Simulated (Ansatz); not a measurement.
`O=CBF`, one more setting.

```yaml
crystal:
  periodic: [false, false, false]
  atoms:
    - {symbol: O, position_ang: [1.615432, 0.579543, -0.501858]}
    - {symbol: C, position_ang: [0.471303, 0.216934, -0.639265]}
    - {symbol: B, position_ang: [-0.416063, -0.224605, 0.621397]}
    - {symbol: F, position_ang: [-1.653761, -0.607753, 0.393931]}
    - {symbol: H, position_ang: [0.020936, 0.187850, -1.659390]}
    - {symbol: H, position_ang: [0.004354, -0.215970, 1.738985]}
basis:
  gaussian: {orbitals: ANO-RCC-VTZP, final_grid: {core_spheres: 20, valence_spheres: 16, degree: 47}}
total_charge: -1
magnetization: {spin_polarized: true, initial_magnetization: 1}
hamiltonian: {xc: {name: r2SCAN50}, dispersion: d4}
scf: {lower_state_search: off}
```

```sh
$ ansatz run in.yaml --threads 2 --pin off --events-out ev --progress --plain --max-ram 4352MiB
```

It prints (some lines left out):

```
Functional definition: r2SCAN50
  name "r2SCAN50"
  cite "Bursch, Neugebauer, Ehlert & Grimme, J. Chem. Phys. 156, 134105 (2022) doi:10.1063/5.0086040"
  cite "Furness, Kaplan, Ning, Perdew & Sun, J. Phys. Chem. Lett. 11, 8208 (2020) doi:10.1021/acs.jpclett.0c02405"
  cite "Furness, Kaplan, Ning, Perdew & Sun, J. Phys. Chem. Lett. 11, 9248 (2020) doi:10.1021/acs.jpclett.0c03077"
  parent r2scan
  parameter a = 0.5
  parameter k0 = 0.174
  parameter k1 = 0.065
  parameter a1 = 4.9479
  exchange = (1 - a)*r2scan_x(k0 = k0, k1 = k1, a1 = a1) + a*exact_x
  correlation = r2scan_c
these checks for a lower state are left out or cut short: stability, starts, cluster_reference, orbital_swaps, neighbouring_geometries, increment
1169 factors; their error is unknown
mean field evaluation 1: about -6511.5987 eV, gradient 1.8e1 eV
mean field evaluation 2: about -6511.2859 eV, gradient 2.3e1 eV
mean field evaluation 4: about -6513.1405 eV, gradient 1.9e0 eV
mean field evaluation 8: about -6513.1652 eV, gradient 1.5e-1 eV
mean field evaluation 16: about -6513.2151 eV, gradient 8.8e-4 eV
mean field -6513.21509473 eV, -239.3562399156 hartree, gradient 2.8e-6 eV, S^2 0.764187; 0 other end points of the search recorded, 0 dependent functions left out
reference -6513.21511251 eV, -239.3562405690 hartree; 16, 15 occupied and 132, 133 virtual orbitals, 1169 factors
Total energy: -6513.24239256 eV, -239.3572430923 hartree
Relativity: scalar
Checks for a lower state left out: stability, starts, cluster_reference, orbital_swaps, neighbouring_geometries, increment
```

Hardware: 2 threads of an Intel Xeon Platinum 8488C on a shared host. Wall time 4.4 s, peak host memory 0.4 GiB.
